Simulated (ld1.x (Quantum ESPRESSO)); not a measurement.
**An all-electron radial function and its pseudo partner (lanthanum)**

Columns: radius, all-electron u(r) and pseudo u(r) of the 5d shell (level -14.87 eV) of lanthanum in the configuration [Xe] 4f0 5d1 6s0 6p0; LDA (PZ), scalar-relativistic, TM scheme, ld1.x (Quantum ESPRESSO) 7.5.

```json
{"r (bohr)": "0.190", "all-electron": "0.1914", "pseudo": "0.0023"}
{"r (bohr)": "0.380", "all-electron": "-0.1461", "pseudo": "0.0180"}
{"r (bohr)": "0.570", "all-electron": "-0.3146", "pseudo": "0.0570"}
{"r (bohr)": "0.760", "all-electron": "-0.2111", "pseudo": "0.1238"}
{"r (bohr)": "0.950", "all-electron": "0.0027", "pseudo": "0.2158"}
{"r (bohr)": "1.140", "all-electron": "0.2210", "pseudo": "0.3238"}
{"r (bohr)": "1.330", "all-electron": "0.4010", "pseudo": "0.4350"}
{"r (bohr)": "1.520", "all-electron": "0.5325", "pseudo": "0.5357"}
{"r (bohr)": "1.710", "all-electron": "0.6184", "pseudo": "0.6151"}
{"r (bohr)": "1.900", "all-electron": "0.6664", "pseudo": "0.6671"}
{"r (bohr)": "2.090", "all-electron": "0.6849", "pseudo": "0.6909"}
{"r (bohr)": "2.280", "all-electron": "0.6814", "pseudo": "0.6901"}
{"r (bohr)": "2.470", "all-electron": "0.6620", "pseudo": "0.6703"}
{"r (bohr)": "2.660", "all-electron": "0.6316", "pseudo": "0.6376"}
{"r (bohr)": "2.850", "all-electron": "0.5940", "pseudo": "0.5975"}
{"r (bohr)": "3.040", "all-electron": "0.5522", "pseudo": "0.5537"}
{"r (bohr)": "3.230", "all-electron": "0.5084", "pseudo": "0.5089"}
{"r (bohr)": "3.420", "all-electron": "0.4643", "pseudo": "0.4644"}
{"r (bohr)": "3.610", "all-electron": "0.4211", "pseudo": "0.4211"}
{"r (bohr)": "3.800", "all-electron": "0.3796", "pseudo": "0.3796"}
{"r (bohr)": "3.990", "all-electron": "0.3403", "pseudo": "0.3403"}
{"r (bohr)": "4.180", "all-electron": "0.3037", "pseudo": "0.3037"}
{"r (bohr)": "4.370", "all-electron": "0.2698", "pseudo": "0.2698"}
{"r (bohr)": "4.560", "all-electron": "0.2388", "pseudo": "0.2388"}
{"r (bohr)": "4.750", "all-electron": "0.2106", "pseudo": "0.2106"}
{"r (bohr)": "4.940", "all-electron": "0.1852", "pseudo": "0.1852"}
```

Q: How many radial nodes do the two functions have?

A: The all-electron 5d function has n − l − 1 = 2; the pseudo-wave has 0, since the states of the same l below it are removed with the core.

Q: At about which radius was the pseudo-wave matched?

A: 3.80 bohr. The columns agree to 0.0005 from 3.42 bohr on; several derivatives are matched, so the curves merge somewhat inside the radius.

Q: Where does each function peak?

A: Outermost all-electron maximum near 2.09 bohr, pseudo maximum near 2.09 bohr (to the table’s step).

Q: Is the pseudo-wave norm-conserving?

A: Yes: the TM scheme keeps the norm inside the radius equal to the all-electron one, which fixes the energy derivative of the logarithmic derivative at the level.
